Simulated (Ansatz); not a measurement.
Reactions of C2H9NO2Si (`CO[Si](C)(N)O`).

Program: Ansatz. Geometries: PBE0-D4/def2-TZVP. ΔE: electronic, gas phase. CCSD(T)/CBS is the MP2 limit (def2-TZVPP, def2-QZVPP) plus CCSD(T) − MP2 in def2-TZVPP, frozen cores. This one scheme is used for every species, atoms too. Open shells (•) are unrestricted, without spin–orbit coupling. Spin–orbit coupling would lower the free atoms: a little for C, O, Si. For Br outer-core shells are correlated without core-valence functions, so the limit isn't a true one: a few kJ/mol of doubt a bond, and 10 to 20 or more in all where bonds break to atoms. Scalar relativity is left out up to krypton. One conformer a species, not always the lowest.

| reaction | HF/CBS(def2) (eV) | CCSD(T)/CBS(def2) (eV) |
| --- | --- | --- |
| `CO[Si](C)(N)O` + HCl → `C[Si](N)(O)Cl` + CH₃OH | 0.02 | 0.00 |
| `CO[Si](C)(N)O` + BH₃ → `B[Si](C)(N)O` + CH₃OH | 1.70 | 1.50 |
| `CO[Si](C)(N)O` → `CON` + `C[Si]O` | 6.19 | 6.12 |
| `CO[Si](C)(N)O` → 2 C• + 9 H• + N• + 2 O• + Si• | 43.79 | 60.64 |
| `CO[Si](C)(N)O` → `C[SiH](N)O` + `C=O` | 2.13 | 2.34 |
| `CO[Si](C)(N)O` → CH₃NH₂ + `CO[Si]O` | 2.96 | 3.06 |
| `CO[Si](C)(N)O` + H–F → `CO[Si](C)(N)F` + H₂O | -0.62 | -0.51 |
| `CO[Si](C)(N)O` + SiH₄ → `CO[Si](N)(O)[SiH3]` + CH₄ | 0.22 | 0.10 |
| `CO[Si](C)(N)O` + `O[SiH3]` → `C[Si](N)(O)O[SiH3]` + CH₃OH | -0.28 | -0.23 |
| `CO[Si](C)(N)O` + HBr → `C[Si](N)(O)Br` + CH₃OH | 0.09 | 0.02 |

Largest T1 diagnostic: 0.015, for `C=O`.
